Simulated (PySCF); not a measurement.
```xyz
5
charge 0 multiplicity 2, angstrom
As   -0.2063    0.0000    0.0000
F    -0.5008    0.0000    1.7755
F    -0.5008    0.0000   -1.7755
F     0.9030    1.3308    0.0000
F     0.9030   -1.3308    0.0000
```

Method: UPBE in PySCF with As def2-SVP, F def2-SVP; no relativity; density-fitted integrals.

This geometry of AsF4 is a stationary point at this level.

Question: What is the point group?

Answer: C2v.

Question: Is it a minimum?

Answer: Yes: all harmonic wavenumbers are real.

Question: List the harmonic modes with their infrared intensities.

Answer: 
```json
{"symmetry": "b2", "ω (cm⁻¹)": "143", "IR (km/mol)": "8.5", "type": "bend"}
{"symmetry": "a1", "ω (cm⁻¹)": "148", "IR (km/mol)": "1.5", "type": "bend"}
{"symmetry": "a2", "ω (cm⁻¹)": "242", "IR (km/mol)": "0.0", "type": "bend"}
{"symmetry": "a1", "ω (cm⁻¹)": "269", "IR (km/mol)": "20.9", "type": "bend"}
{"symmetry": "b1", "ω (cm⁻¹)": "290", "IR (km/mol)": "10.9", "type": "bend"}
{"symmetry": "a1", "ω (cm⁻¹)": "552", "IR (km/mol)": "2.9", "type": "stretch"}
{"symmetry": "b1", "ω (cm⁻¹)": "596", "IR (km/mol)": "117", "type": "stretch"}
{"symmetry": "a1", "ω (cm⁻¹)": "702", "IR (km/mol)": "55.6", "type": "stretch"}
{"symmetry": "b2", "ω (cm⁻¹)": "712", "IR (km/mol)": "85.9", "type": "stretch"}
```

Question: What is the atomisation energy, with and without zero-point energy?

Answer: 1616 kJ/mol without, 1594 kJ/mol with.

In C2v the vibrations span 2b2 + 4a1 + a2 + 2b1. The a2 mode carries no infrared intensity, as symmetry demands.

Other isomers or separated fragments may lie lower.
